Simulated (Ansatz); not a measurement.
System: C2H7ClOSi2, net charge 0, singlet state. SMILES: ClC([SiH2]O[SiH3])=C
Structure (B3LYP-D3(BJ)/def2-TZVP (Ansatz, an electronic-structure program) minimum search):
```
Si
O 1 1.6300
Si 2 1.6428 1 147.16
H 1 1.4777 2 109.29 3 -163.06
H 1 1.4783 4 111.03 2 121.20
H 3 1.4787 2 107.58 1 -168.04
H 3 1.4789 6 109.63 2 119.69
H 3 1.4801 6 109.67 7 120.38
C 1 1.8697 4 107.75 5 119.02
C 9 1.3263 1 126.27 4 -4.16
H 10 1.0830 9 122.97 1 -179.02
H 10 1.0833 11 117.60 9 -179.98
Cl 9 1.7646 10 120.01 11 0.74
```
Charge 0, spin multiplicity 1.

Wanted: atomisation energy (electronic, to ground-state atoms), in kcal/mol. Cores are frozen in the correlated levels unless marked. UHF or UKS for open shells. No spin-orbit coupling. Non-relativistic. The coupled-cluster limit lacks core correlation, which all-electron functionals hold. CBS(X,Y): correlation extrapolated as X^-3; Hartree-Fock from the larger set.

```tsv
level	program	atomisation energy (kcal/mol)
BHLYP-D3(BJ)/def2-TZVPD	Ansatz + dftd3	1102.5
RPA@PBE/cc-pV(T+d)Z	Ansatz	…
CCSD(T)/CBS(cc-pV(T+d)Z,cc-pV(Q+d)Z)	Ansatz	…
```

Some entries are withheld; supply them.


- RPA@PBE/cc-pV(T+d)Z, atomisation energy (kcal/mol): 1047.2
- CCSD(T)/CBS(cc-pV(T+d)Z,cc-pV(Q+d)Z), atomisation energy (kcal/mol): 1132.3
